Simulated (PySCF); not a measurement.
Computed IR spectrum (relative IR intensity) of a molecule C5H7FO. Coordinates come from a PBE-D3(BJ)/def2-SVP optimisation. One conformer was computed; it need not be the lowest. All values below come from PBE-D3(BJ)/def2-SVP in PySCF. Harmonic, unscaled wavenumbers; measured fundamentals usually lie a few per cent lower.

ν (cm⁻¹): 418 (vw), 482 (vw), 655 (w), 686 (w), 856 (w), 900 (m), 926 (m), 966 (w), 983 (m), 989 (m), 1001 (vs), 1052 (s), 1119 (m), 1127 (w), 1154 (w), 1204 (m), 1241 (m), 1266 (m), 1297 (w), 1373 (m), 1393 (w), 2966 (s), 3021 (m), 3031 (w), 3084 (vw), 3105 (w) (against the strongest line: vs over 80 %, s over 45 %, m over 15 %, w over 4 %, vw less)

### Question
Which structure fits?
A) C=COCC(=C)F
B) C=C1C[C@@](C)(F)O1
C) O=C[C@H](F)C1CC1
D) C=C[C@]1(F)CCO1

### Answer
D, C=C[C@]1(F)CCO1
